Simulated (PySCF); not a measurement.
C₅H₁₁N₃Si.
Atom-mapped SMILES: `[CH3:1][c:2]1[n:3][n:4][cH:5][n:6]1[SiH:7]([CH3:8])[CH3:9]`

NICS is the negative of the GIAO shielding at a point without a nucleus: at the ring centre (0) and 1 Å above and below it (1); zz is the component along the ring normal. Level: GIAO HF/pcSseg-1 (PySCF, non-relativistic, gas phase) on the PBE0-D3(BJ)/def2-SVP geometry, one conformer.

Ring bond lengths (Å): C2–N3 1.309, N3–N4 1.360, N4–C5 1.301, C5–N6 1.374, N6–C2 1.379.

Give the NICS values of each ring in ppm.

```
          ring                                                 type  NICS(0)  NICS(1), two faces  NICS(1)zz, two faces  rms pucker (Å)  centre to ring atoms, mean (Å)
C2–N3–N4–C5–N6  5-membered ring with 3 N; formal bonds all aromatic    -11.2       -11.3 / -11.3         -29.2 / -29.2            0.00                            1.14
```

What do they say, and how far can they be read as aromaticity?

- C2–N3–N4–C5–N6: mean NICS(1)zz -29.2 ppm, shielded. For a flat ring without four-coordinate atoms the NICS criterion counts such a value as aromatic.

How equal are the bonds by HOMA? HOMA = 1 − mean of α(R − Ropt)² over the ring bonds, with Krygowski's 1993 parameters (CN: Ropt 1.334 Å, α 93.52 Å⁻²; NN: Ropt 1.309 Å, α 130.33 Å⁻²).

- C2–N3–N4–C5–N6: HOMA 0.83; the largest term is that of N3–N4, α(R − Ropt)² = 0.34. The geometric and the magnetic index point the same way.

What is the mean of the two in-plane components of NICS at the second NICS(1) probe listed for ring C2–N3–N4–C5–N6, 1 Å off the ring?

The isotropic value is a third of the trace: (3 × -11.3 − (-29.2))/2 = -2.4 ppm.

How do the values depend on the level or the medium?

```csv
level,"NICS(0), C2–N3–N4–C5–N6","mean NICS(1)zz, C2–N3–N4–C5–N6"
"HF/pcSseg-1, gas",-11.2,-29.2
"PBE0/pcSseg-1, gas",-11.0,-29.1
"PBE0/pcSseg-1, IEF-PCM chloroform",-10.9,-28.9
"PBE0/pcSseg-1, IEF-PCM methanol",-10.9,-28.9
```

The geometry is the same throughout; the continuum's cavity takes Bondi-type radii × 1.2.

The values belong to the conformer `[CH3:1][c:2]1[n:3][n:4][cH:5][n:6]1[SiH:7]([CH3:8])[CH3:9]`: C5–N6–Si7–C8 56°.
